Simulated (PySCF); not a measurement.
**²⁹Si chemical shifts**

PySCF 2.14.0 with density-fitted response routines calculation with PBE0/pcSseg-1 with gauge-including orbitals and GFN2-xTB structure; one conformer, in vacuum, non-relativistic, fast rotation and ring inversion assumed for equivalent nuclei.

Shieldings were converted by a linear fit to measured shifts: ²⁹Si: δ = 279.94 − 0.822σ (rms 8.9 ppm, 72 shifts, 25.8 ppm with the 6 outliers that the fit left out vs TMS, solution or neat liquid). A few per cent of atoms miss by over 2 rms, more outside the fitted compound classes.

**Question.** Give the ²⁹Si shifts of `CCc1cnn([SiH3])n1`, `[SiH3]O[SiH2][C@@H]1CC[C@H](Cl)C1`, `C=C(Cl)CO[SiH2][SiH](C)C`.

**Answer.** 
| compound | environment | δ (ppm) |
| --- | --- | --- |
| CCc1cnn([SiH3])n1 | silicon bonded to N, 3 H | -45.0 |
| [SiH3:1][O:2][SiH2:3][C@@H:4]1[CH2:5][CH2:6][C@H:7]([Cl:8])[CH2:9]1 | Si3: silicon bonded to C, O, 2 H | -21.5 |
| [SiH3:1][O:2][SiH2:3][C@@H:4]1[CH2:5][CH2:6][C@H:7]([Cl:8])[CH2:9]1 | Si1: silicon bonded to O, 3 H | -42.9 |
| [CH2:1]=[C:2]([Cl:3])[CH2:4][O:5][SiH2:6][SiH:7]([CH3:8])[CH3:9] | Si6: silicon bonded to O, Si, 2 H | -25.4 |
| [CH2:1]=[C:2]([Cl:3])[CH2:4][O:5][SiH2:6][SiH:7]([CH3:8])[CH3:9] | Si7: silicon bonded to 2 C, Si, H | -45.5 |

**Question.** Order these by ²⁹Si shift, lowest first.
A. CCn1cc([SiH3])nn1
B. Cl[Si](Cl)(Cl)Cl
C. F[Si@@H]1SC[C@H](C(F)(F)F)S1
D. C[SiH2]C[C@@H]1S[C@@H]1F

**Answer.** A (-76.8 ppm, silicon bonded to C, 3 H), D (-43.2 ppm, silicon bonded to 2 C, 2 H), B (3.1 ppm, silicon bonded to 4 Cl), C (23.0 ppm, silicon bonded to F, 2 S, H, in a 5-membered ring).
